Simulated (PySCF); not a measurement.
Working out the ionisation energy of S⁺

S⁺ [Ne] 3s2 3p3 (4S) → S²⁺ [Ne] 3s2 3p2 (3P). Calculation: PySCF 2.14, in aug-cc-pwCVDZ; the non-relativistic Hamiltonian (point nucleus). Frozen: [Ne]. Energies in hartree (1 hartree = 27.21139 eV):

| part | S⁺ (lower) | S²⁺ (upper) |
| --- | --- | --- |
| UHF | -397.160287 | -396.325106 |
| CCSD correlation | -0.093156 | -0.078577 |
| (T) | -0.001392 | -0.001047 |

Task: What does Hartree-Fock give?

Result: (-396.325106) − (-397.160287) = 0.835181 hartree = 22.726 eV.

Task: What do CCSD and CCSD(T) give?

Result: The CCSD correlation energies differ by 0.014579 hartree = 0.397 eV and the triples by 0.000345 hartree = 0.009 eV, so CCSD gives 23.123 eV and CCSD(T) 23.132 eV.

A first-order spin-orbit estimate adds -0.061 eV to CCSD(T) (valence), giving 23.071 eV against 23.338 eV (measured; NIST Atomic Spectra Database, ionization energies).

A double-zeta basis recovers only part of the correlation energy.

What remains against the reference includes basis incompleteness, the frozen core and higher excitations.
